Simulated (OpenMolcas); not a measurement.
**Levels of Rh5+ by method**

- Program: OpenMolcas 26.06
- Basis: ANO-RCC-VQZP [8s7p5d3f2g1h]
- Scalar Hamiltonian: DKH2, point nucleus
- Active space: 10 electrons in 8 orbitals (RAS1 4p, at most 2 holes; RAS2 4d)
- State averaging: 2S+1 = 5 even, 5 roots; 2S+1 = 3 even, 45 roots; 2S+1 = 1 even, 49 roots
- Spin-orbit coupling: RASSI with atomic mean-field integrals over the reference wave functions, term energies averaged over their components

Methods on the same reference wave functions:
A. RASSCF
B. SS-RASPT2, IPEA 0.25 Eh, imaginary shift 0.1 Eh (closed shells correlated: 4s)
C. MS-RASPT2, IPEA 0.25 Eh, imaginary shift 0.1 Eh (closed shells correlated: 4s)

Energies in cm⁻¹ above 4d⁴ ⁵D₀.

| Level | A | B | C |
| --- | --- | --- | --- |
| 4d⁴ ⁵D₀ | 0.0 | 0.0 | 0.0 |
| 4d⁴ ⁵D₁ | 669 | 676 | 670 |
| 4d⁴ ⁵D₂ | 1756 | 1762 | 1750 |
| 4d⁴ ⁵D₃ | 3080 | 3070 | 3060 |
| 4d⁴ ⁵D₄ | 4546 | 4520 | 4510 |
| 4d⁴ ³P₀(1) | 19376 | 18860 | 18840 |
| 4d⁴ ³P₁(1) | 22593 | 22100 | 22020 |
| 4d⁴ ³H₄ [70 %] | 23520 | 19900 | 19900 |
| 4d⁴ ³H₅ | 25306 | 21500 | 21480 |
| 4d⁴ ³F₂(1) | 25540 | 23470 | 23500 |
| 4d⁴ ³F₃(1) [52 %] | 25550 | 22850 | 22890 |
| 4d⁴ ³H₆ | 26592 | 22700 | 22680 |
| 4d⁴ ³F₄(1) [59 %] | 26721 | 24120 | 24070 |
| 4d⁴ ³P₂(1) | 26893 | 26220 | 26060 |
| 4d⁴ ³G₃ [52 %] | 29965 | 26760 | 26660 |
| 4d⁴ ³G₄ [63 %] | 30633 | 27130 | 27020 |
| 4d⁴ ³G₅ | 31949 | 28090 | 28070 |
| 4d⁴ ³D₃ | 35514 | 31380 | 31350 |
| 4d⁴ ³D₂ | 35715 | 31900 | 31950 |
| 4d⁴ ³D₁ | 36616 | 32580 | 32580 |
| 4d⁴ ¹I₆ | 37906 | 32030 | 32010 |
| 4d⁴ ¹G₄(1) | 38039 | 34920 | 34790 |
| 4d⁴ ¹S₀ | 39943 | 37940 | 37840 |
| 4d⁴ ¹D₂(1) | 43351 | 40250 | 40170 |

Between B and C the level of the table that moves most is 4d⁴ ³P₂(1), by 160 cm-1 (lowest in C, highest in B). Moves below CASPT2's spread within the term are not significant.

From A to B the spin-free energies of the other terms of 4d⁴ shown, above ⁵D, scale by factors of 0.82 to 0.98.

The lowest spin-free term lies below A's lowest term by 0.343 hartree in B, 0.343 hartree in C.

Term energies are means over components that CASPT2 splits; among the terms shown or strongly mixed into the levels shown the widest spread is 1500 cm-1 (4d⁴ ¹I, C). Active for correlation alone: 4p; no level in the range computed is led by a configuration that opens it, so any true level of that kind is missing. Without dynamic correlation excited terms often stand tens of per cent too high (terms of higher spin than the ground term too low), and those without a measured partner can miss by more than the paired ones (holds for A). The CASPT2 spread within a term exceeds the gap to the next term for 4d⁴ ¹I and 4d⁴ ³D, so the order of their levels is uncertain (holds for C). Levels of configurations outside the active space are missing. The table leaves out levels that lie high or whose names do not pair safely across all columns.

A share in square brackets marks a mixed level and gives the weight of the term that names it, the lowest over the columns. A number in round brackets counts repeated terms of one configuration in the order of the reference energies.
